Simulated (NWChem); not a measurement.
# CdHSBr; SMILES [SH][Cd][Br]

```xyz
4

Cd     0.3524     0.4404    -0.0018
Br    -0.2599    -1.8956     0.0009
S      0.9656     2.6998    -0.0037
H     -0.3175     3.1271    -0.0172
```
Atoms are numbered in this order, from 1.

Program: NWChem. All runs use the structure optimised with PBE0/def2-SVP. def2 effective core potentials on Cd; no spin-orbit coupling. Level: PBE0/def2-SVPD; rows give the wavelength of the field.

```json
[
 {"field": "static", "isotropic polarisability (bohr³)": "77.0", "anisotropy (bohr³)": "55.4"},
 {"field": "1065 nm", "isotropic polarisability (bohr³)": "78.2", "anisotropy (bohr³)": "57.1"},
 {"field": "589 nm", "isotropic polarisability (bohr³)": "___", "anisotropy (bohr³)": "___"}
]
```

Problem. Fill in the missing entries.

Solution. 
- 589 nm, isotropic polarisability (bohr³): 81.3
- 589 nm, anisotropy (bohr³): 61.1
